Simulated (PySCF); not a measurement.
# Magnetic susceptibility: `C[N]([GeH2][NH]C)C`, C₃H₁₂GeN₂

Geometry:
```tsv
atom	x (Å)	y (Å)	z (Å)
C1	2.429	0.549	0.025
N2	1.775	-0.504	0.782
Ge3	0.110	-0.304	1.471
N4	-0.933	0.065	0.023
C5	-0.865	-0.779	-1.149
C6	-2.233	0.676	0.177
H7	3.157	0.117	-0.666
H8	1.670	1.074	-0.553
H9	2.945	1.278	0.659
H10	2.437	-1.004	1.359
H11	-0.145	0.881	2.382
H12	-0.104	-1.600	2.235
H13	0.128	-1.219	-1.214
H14	-1.047	-0.180	-2.047
H15	-1.609	-1.586	-1.124
H16	-2.447	1.311	-0.689
H17	-2.238	1.296	1.073
H18	-3.038	-0.065	0.258
```

The calculation used PySCF 2.14.0, GIAO KT3/pcSseg-1 magnetisability, rotational g tensor and spin-rotation constants, non-relativistic, gas phase. Geometry: GFN2-xTB.

The calculation is non-relativistic, which matters for the atoms heavier than Zn.

What are the magnetisability and the molar susceptibility?

Isotropic -1304 × 10⁻³⁰ J/T², or -78.5 × 10⁻⁶ cm³/mol; principal values -1393, -1271, -1247 × 10⁻³⁰ J/T², anisotropy 136 × 10⁻³⁰ J/T² (root of half the summed squared differences of the principal values). The susceptibility is in cgs units.

Split it along the inertial axes a, b, c into diamagnetic and paramagnetic parts about the centre of mass, with the quadrupole moment.


| axis | χ (10⁻⁶ cm³/mol) | diamagnetic (10⁻⁶ cm³/mol) | paramagnetic (10⁻⁶ cm³/mol) | summed x² of all electrons (Å²) | quadrupole Θ (D Å) |
| --- | --- | --- | --- | --- | --- |
| a | -75.7 | -495.0 | 419.3 | 164.0 | +5.07 |
| b | -79.9 | -852.8 | 772.9 | 79.6 | -1.51 |
| c | -79.9 | -1033.5 | 953.6 | 37.0 | -3.56 |

Anisotropies 2χaa − χbb − χcc = +8.4 and 2χbb − χaa − χcc = -4.1 × 10⁻⁶ cm³/mol. Θ is traceless in Buckingham's convention.

And the rotational g tensor?


| axis | rotational constant (GHz) | g | nuclear part | electronic part |
| --- | --- | --- | --- | --- |
| a | 3.2683 | -0.0253 | 0.6186 | -0.6438 |
| b | 1.7166 | -0.0068 | 0.6165 | -0.6233 |
| c | 1.3489 | -0.0045 | 0.5998 | -0.6043 |

Asymmetric top; isotopes 12C, 74Ge, 1H, 14N; no vibrational averaging.
